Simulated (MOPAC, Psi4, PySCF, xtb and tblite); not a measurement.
Internal rotation in SMILES O[SiH2][SiH2]c1cccs1. Scanned: dihedral H9–O1–Si2–Si3; all other coordinates were relaxed at GFN2-xTB. Points at φ and −φ are mirror images.

Atom numbering (GFN2-xTB optimised geometry, Å):
```
16

O     -3.7910     0.1381    -0.1076
Si    -2.3711    -0.4973     0.3772
Si    -0.9171     0.9959    -0.5879
C      0.8353     0.4645    -0.1789
C      1.2726    -0.5939     0.5629
C      2.6776    -0.6838     0.6614
C      3.3045     0.3147    -0.0117
S      2.1860     1.3744    -0.7720
H     -4.6307    -0.2485     0.1259
H     -2.3682    -0.5835     1.8463
H     -2.2984    -1.8954    -0.0763
H     -1.0521     2.3856    -0.1159
H     -0.9960     1.0787    -2.0571
H      0.5979    -1.2926     1.0276
H      3.1946    -1.4539     1.2064
H      4.3563     0.4971    -0.1105
```

- PM7, restricted, heats of formation // GFN2-xTB (MOPAC)
- RKS-B3LYP/6-31G* = restricted B3LYP/6-31G*, spherical d, density fitting // GFN2-xTB run with PySCF 2.14.0
- RKS-B3LYP/LANL2DZ = PySCF with restricted B3LYP/LANL2DZ, with its core potentials past Ne // GFN2-xTB
- PM6, restricted, heats of formation // GFN2-xTB (MOPAC)
- GFN2-xTB (xtb and tblite)
- PBE-D3(BJ)/def2-SVP // GFN2-xTB (Psi4)

Energies in kcal/mol, each method relative to its own lowest point.

```
φ / °   PM7  RKS-B3LYP/6-31G*  RKS-B3LYP/LANL2DZ   PM6  GFN2-xTB  PBE-D3(BJ)/def2-SVP
-----  ----  ----------------  -----------------  ----  --------  -------------------
-160   0.41              0.31               0.00  0.91      0.28                 0.27
-140   0.42              0.44               0.01  0.44      0.92                 0.42
-120   0.30              0.51               0.01  0.05      1.47                 0.50
-100   0.10              0.36               0.03  0.00      1.58                 0.37
-80    0.00              0.10               0.10  0.21      1.35                 0.12
-60    0.12              0.00               0.21  0.38      1.22                 0.00
-40    0.46              0.15               0.34  0.40      1.42                 0.10
-20    0.78              0.45               0.45  0.25      1.81                 0.35
0      0.90              0.60               0.48  0.15      2.00                 0.48
20     0.78              0.45               0.45  0.25      1.81                 0.35
40     0.46              0.15               0.34  0.40      1.42                 0.10
60     0.12              0.00               0.21  0.38      1.22                 0.00
80     0.00              0.10               0.10  0.21      1.35                 0.12
100    0.10              0.36               0.03  0.00      1.58                 0.37
120    0.30              0.51               0.01  0.05      1.47                 0.50
140    0.42              0.44               0.01  0.44      0.92                 0.42
160    0.41              0.31               0.00  0.91      0.28                 0.27
180    0.41              0.24               0.00  1.13      0.00                 0.20
```

Root-mean-square difference from the PBE-D3(BJ)/def2-SVP profile, itself a level with limits, after the best constant shift (kcal/mol): PM7 0.24, RKS-B3LYP/6-31G* 0.04, RKS-B3LYP/LANL2DZ 0.26, PM6 0.40, GFN2-xTB 0.53.
